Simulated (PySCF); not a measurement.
Start geometry of `N(c1ccccc1)(C(C)C)C(C)C` from a GFN2-xTB structure with every atom displaced at random (by about 0.01 Å) (Å):
```
atom  x, y, z in Å
C1    -1.838   -1.961   -0.405
C2    -0.993   -1.316    0.688
C3    -1.826   -1.094    1.958
N4    -0.285   -0.086    0.275
C5     1.005   -0.151   -0.134
C6     1.579   -1.311   -0.633
C7     2.923   -1.361   -0.999
C8     3.733   -0.233   -0.895
C9     3.163    0.935   -0.372
C10    1.838    0.973    0.004
C11   -1.170    1.057   -0.020
C12   -1.075    2.188    1.020
C13   -0.944    1.605   -1.452
H14   -2.744   -1.316   -0.617
H15   -2.213   -2.925   -0.090
H16   -1.288   -2.038   -1.320
H17   -0.192   -2.009    0.944
H18   -2.202   -2.041    2.322
H19   -2.649   -0.432    1.804
H20   -1.200   -0.664    2.751
H21    0.972   -2.205   -0.772
H22    3.331   -2.301   -1.399
H23    4.761   -0.262   -1.209
H24    3.772    1.818   -0.293
H25    1.470    1.878    0.415
H26   -2.199    0.699   -0.006
H27   -2.018    2.728    1.040
H28   -0.908    1.781    2.016
H29   -0.277    2.882    0.784
H30    0.082    2.005   -1.560
H31   -1.633    2.385   -1.659
H32   -1.039    0.786   -2.189
```

Problem. What comes out of this run: PBE0-D3(BJ)/def2-SVP geometry optimisation, gas phase (PySCF)?

Solution. 
```
atom  x, y, z in Å
C1    -1.757   -1.979   -0.394
C2    -0.918   -1.343    0.715
C3    -1.714   -1.187    2.008
N4    -0.285   -0.095    0.304
C5     1.014   -0.118   -0.185
C6     1.635   -1.317   -0.601
C7     2.949   -1.332   -1.062
C8     3.696   -0.160   -1.149
C9     3.096    1.034   -0.753
C10    1.791    1.058   -0.275
C11   -1.177    1.047    0.095
C12   -1.052    2.144    1.155
C13   -1.141    1.595   -1.329
H14   -2.616   -1.342   -0.660
H15   -2.156   -2.955   -0.077
H16   -1.158   -2.131   -1.305
H17   -0.094   -2.030    0.955
H18   -2.074   -2.170    2.348
H19   -2.600   -0.544    1.884
H20   -1.086   -0.757    2.802
H21    1.083   -2.256   -0.589
H22    3.386   -2.284   -1.373
H23    4.724   -0.176   -1.516
H24    3.657    1.971   -0.799
H25    1.376    2.007    0.059
H26   -2.189    0.631    0.222
H27   -1.883    2.860    1.058
H28   -1.088    1.713    2.165
H29   -0.117    2.714    1.070
H30   -0.181    2.067   -1.577
H31   -1.931    2.351   -1.460
H32   -1.312    0.787   -2.056
```

The energy falls by 6.4 kcal/mol over 16 energy and gradient evaluations, the largest force component goes from 0.0528 to 1.8e-04 Eh/bohr, and the atoms move by 0.172 Å rms after alignment. The bond that changes most is C13–H31 (methyl carbon to methyl hydrogen), which lengthens by 0.040 Å. Bonds longer at the end by more than 0.005 Å: 17 of 32; shorter: 10. Among the angles that change most is N4–C11–H26, from 108.0° to 104.4°. Among the dihedrals that turn most is H26–C11–C12–H27, from -34° to -54°. Rotational constants go from 1166, 605.7, 486.3 to 1164, 603.4, 478.6 MHz. The orientation of the end geometry is arbitrary; only internal coordinates are fixed.

The run used 277 basis functions and 110 SCF cycles in all.

No PBE0-D3(BJ)/def2-SVP frequencies stand behind this structure, so it isn't proved a minimum. One conformer, not necessarily the lowest.
